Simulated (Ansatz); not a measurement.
This geometry of a periodic cell of 17 atoms, V (host V, host structure bcc, interstitial V) is a first-order saddle point.

Computed with DFT PBE, scalar-relativistic, plane waves, PAW in Ansatz. Settings: cutoff 420 eV, k mesh 3x3x3, gaussian smearing 0.15 eV, no spin polarisation.

```xyz
17
Lattice="6.0400 0.0000 0.0000 0.0000 6.0400 0.0000 0.0000 0.0000 6.0400" Properties=species:S:1:pos:R:3
V 0.072 0.009 0.022
V 3.070 0.007 0.022
V 0.100 3.095 0.022
V 0.147 0.002 3.042
V 1.655 1.513 1.503
V 3.060 3.080 0.022
V 2.347 -0.433 3.048
V 4.758 1.738 1.274
V 0.031 2.968 3.042
V 1.433 4.367 1.404
V 1.655 1.513 4.582
V 3.086 3.019 3.042
V 4.524 4.556 1.538
V 4.757 1.734 4.809
V 1.432 4.364 4.680
V 4.524 4.557 4.546
V 4.083 0.583 3.038
```

Task: Which two structures does it join? (They come from a converged band through this point; their orientation in space is the band's.)

Result: The atom that moves furthest is V17, by 1.44 Å; four of its nearest neighbours are V8 2.08, V7 2.08, V4 2.43, V14 2.44 Å at the first end and V14 2.08, V7 2.08, V16 2.42, V4 2.45 Å at the last.

First end point:

```xyz
17
Lattice="6.0400 0.0000 0.0000 0.0000 6.0400 0.0000 0.0000 0.0000 6.0400" Properties=species:S:1:pos:R:3
V 0.035 0.004 0.078
V 3.065 0.018 0.045
V 0.184 3.154 -0.090
V 0.103 0.006 3.059
V 1.562 1.506 1.557
V 3.026 3.052 0.018
V 2.575 -0.442 3.464
V 4.944 1.969 1.072
V 0.021 2.982 3.056
V 1.543 4.517 1.527
V 1.572 1.521 4.574
V 3.064 3.043 3.044
V 4.556 4.503 1.556
V 4.566 1.512 4.625
V 1.405 4.396 4.718
V 4.572 4.572 4.544
V 3.923 0.735 2.401
```

Last end point:

```xyz
17
Lattice="6.0400 0.0000 0.0000 0.0000 6.0400 0.0000 0.0000 0.0000 6.0400" Properties=species:S:1:pos:R:3
V 0.005 -0.042 -0.041
V 3.062 -0.028 0.038
V 0.189 3.129 0.146
V 0.091 -0.032 3.020
V 1.521 1.501 1.476
V 3.037 2.977 0.012
V 2.590 -0.401 2.559
V 4.553 1.464 1.496
V 0.048 2.964 3.002
V 1.425 4.352 1.383
V 1.549 1.464 4.513
V 3.066 2.964 3.024
V 4.564 4.505 1.551
V 4.988 1.966 4.962
V 1.590 4.497 4.525
V 4.570 4.421 4.527
V 3.903 0.598 3.830
```

Task: How far does it lie above each of them?

Result: 0.50 eV above the first and 0.50 eV above the second. This is the barrier of this one path; another mechanism may lie lower. Limits of this set-up: coarse k mesh, magnetic elements without spin, a small cell, in which the defect meets its images, a typed lattice constant that wasn't relaxed here.

Run time: 17 min on 4 threads of Intel(R) Xeon(R) Platinum 8488C (Sapphire Rapids), on a shared host, peak memory 2.1 GiB.
